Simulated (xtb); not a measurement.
B(Me)(OMe)(NH2) (C2H8BNO), SMILES O(C)B(N)C. All values are semi-empirical tight-binding results from xtb (GFN2-xTB unless named), good for trends rather than for accurate numbers. Coordinates come from a GFN2-xTB optimisation. Other conformers were not sampled.

Optimised geometry:

```xyz
13

B     -0.2753     0.1362     0.3496
C     -1.7023     0.0105     1.0473
H     -2.2814    -0.8008     0.6192
H     -2.2779     0.9251     0.9247
H     -1.6125    -0.1680     2.1158
O     -0.0574    -0.6216    -0.7590
C      1.1437    -0.6072    -1.4834
H      1.9831    -0.9471    -0.8673
H      1.0268    -1.2876    -2.3287
H      1.3688     0.3952    -1.8630
N      0.6919     1.0068     0.8794
H      1.6079     1.1402     0.4887
H      0.5289     1.5674     1.6952
```
Charge 0, spin multiplicity 1.

- orbital gap: 7.03 eV
- dipole moment: 2.42 D
- zero-point energy: 67.6 kcal/mol
- G − E(el) at 298.15 K (modified RRHO): 48.4 kcal/mol
- static polarisability (D4 model): 53.4 bohr³
- solvation energy, GFN2-xTB/ALPB(water): -3.1 kcal/mol
- solvation energy, GFN2-xTB/ALPB(acetone): -6.3 kcal/mol

Computed IR lines (harmonic; lines under 4 % of the strongest left out, lines within 3 cm⁻¹ merged):
ν (cm⁻¹): 456 (s), 830 (w), 886 (m), 1244 (vs), 1328 (vs), 1388 (w), 1412 (w), 1484 (w), 1538 (m), 2915 (m), 2929 (w), 2984 (w), 3028 (w), 3038 (w), 3068 (w) (against the strongest line: vs over 80 %, s over 45 %, m over 15 %, w over 4 %, vw less)

Computed atomic charges and the Wiberg bond orders between heavy atoms:
charges (e) B1 0.36, C2 -0.20, H3 0.04, H4 0.03, H5 0.03, O6 -0.34, C7 0.04, H8 0.03, H9 0.05, H10 0.03, N11 -0.37, H12 0.15, H13 0.16. Bond orders B1–C2 0.98, B1–O6 1.14, O6–C7 0.99, B1–N11 1.26.
